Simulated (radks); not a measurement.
The numbers below are computed, except where a source is named.
Problem. The table gives one normalised radial function P(r) = r R(r) (large component) of Hg55+ in [Ar] 3d7 (r in bohr). Code: a radial shooting solver on a logarithmic mesh with Libxc functionals. Model: Dirac Kohn-Sham, BLYP, spin-unpolarised, spherical densities, finite nucleus; open shells fill j = l - 1/2 first; Fermi nuclear charge, rms radius 5.4648 fm.

r	P
0.0006267	0.0000
0.0007065	0.0000
0.0007966	0.0000
0.000891	0.0000
0.001005	0.0000
0.001133	0.0000
0.001277	0.0001
0.001429	0.0001
0.001611	0.0001
0.001816	0.0002
0.002048	0.0003
0.00229	0.0004
0.002582	0.0005
0.002911	0.0007
0.003283	0.0011
0.003672	0.0014
0.00414	0.0020
0.004668	0.0029
0.005263	0.0040
0.005886	0.0055
0.006637	0.0076
0.007483	0.0106
0.008437	0.0148
0.009513	0.0205
0.01064	0.0277
0.012	0.0380
0.01353	0.0520
0.01525	0.0709
0.01706	0.0942
0.01923	0.1269
0.02169	0.1698
0.02445	0.2256
0.02735	0.2919
0.03083	0.3811
0.03477	0.4925
0.0392	0.6291
0.04384	0.7813
0.04943	0.9719
0.05574	1.1897
0.06284	1.4305
0.07029	1.6689
0.07925	1.9272
0.08936	2.1716
0.1007	2.3815
0.1136	2.5340
0.1271	2.6049
0.1433	2.5878
0.1615	2.4659
0.1821	2.2429
0.2037	1.9590
0.2297	1.6021
0.259	1.2276
0.292	0.8740
0.3266	0.5909
0.3682	0.3551
0.4151	0.1924
0.4681	0.0928
0.5236	0.0420
0.5903	0.0156
0.6656	0.0049
0.7504	0.0012
0.8394	0.0003
0.9464	0.0000
1.067	0.0000

Which n and l does it have? It may be an empty orbital.

Solution. n = 3, l = 2: the number of nodes gives n - l - 1 = 0, the rise at small r points to l (this Dirac orbital starts outside the nucleus as r^gamma with gamma = sqrt((l + 1)^2 - (Z/c)^2) = 2.94; the j = 5/2 orbital of l + 1 starts with the same power, but with a smaller coefficient, and then steepens), and the extent must fit the shell. The curve is that of 3d5/2; the two j differ most near the nucleus, where j = l - 1/2 has the larger amplitude, and in heavy atoms j = l - 1/2 is also the more compact. 3d5/2: eigenvalue -5416.0 eV, 0 radial nodes, <r> = 0.158 bohr, 90 % of the charge inside 0.242 bohr.
